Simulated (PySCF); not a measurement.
**Name the molecule from its bond curve**

A diatomic of charge 0 contains Cd. Its doublet curve at PBE0 in a double-zeta basis (scalar-relativistic core potentials, PySCF), in eV from the separated fragments:

```tsv
R (Å)	E (eV)
2.097	-0.194
2.194	-0.345
2.292	-0.423
2.365	-0.448
2.438	-0.453
2.511	-0.445
2.609	-0.420
2.731	-0.376
2.877	-0.317
3.072	-0.242
```

The fit gives ωe = 272 cm⁻¹ and the rotational constant Bₑ = 0.2853 cm⁻¹.

Task: Which atom is the partner?

Result: The minimum lies at 2.426 Å, so the reduced mass is 16.8576 u Å² cm⁻¹/(Bₑ·Re²) = 10.04 u. With Cd at 113.90 u the partner weighs about 11.0 u: B. The molecule is CdB.

Spin–orbit coupling is left out. The state is the lowest determinant that a PBE0 search found; another state may lie lower at other levels.
